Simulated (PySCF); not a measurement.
## Ionisation energy of Tm⁶⁴⁺ by level of theory

Tm⁶⁴⁺ [He] 2s2 2p1 [2p1/2^1, M_J = 1/2] → Tm⁶⁵⁺ [He] 2s2, as a difference of total energies. Calculation: PySCF 2.14, in an uncontracted even-tempered set (17 s from 48 bohr⁻², ratio 2.4; 13 p from 62 bohr⁻², ratio 2.4; 5 d from 200 bohr⁻², ratio 2.6; 4 f from 300 bohr⁻², ratio 2.6); the two-component X2C-1e Hamiltonian. Correlated levels: nothing frozen; the 30 highest virtual spinors dropped. "Screened" scales the spin-orbit matrix elements by Boettger's factors to mimic the two-electron term; Breit and QED terms are absent.

| method | ionisation energy (eV) |
| --- | --- |
| GHF (spin-free) | 15290.7 |
| GMP2 (spin-free) | 15290.3 |
| GHF (screened spin-orbit) | 16053.8 |
| GMP2 (screened spin-orbit) | 16051.5 |

Problem. How much does correlation contribute at GMP2 (screened spin-orbit)?

Solution. 16051.5 − (16053.8) = -2.3 eV, measured against GHF (screened spin-orbit).

For this ion Breit and QED terms and the two-electron picture change, all absent here, outweigh the correlation shift from GHF to GMP2.

The spin-free rows lack the spin-orbit shift.

For comparison: 16036 ± 24 eV (theoretical estimate listed by NIST; NIST Atomic Spectra Database, ionization energies).
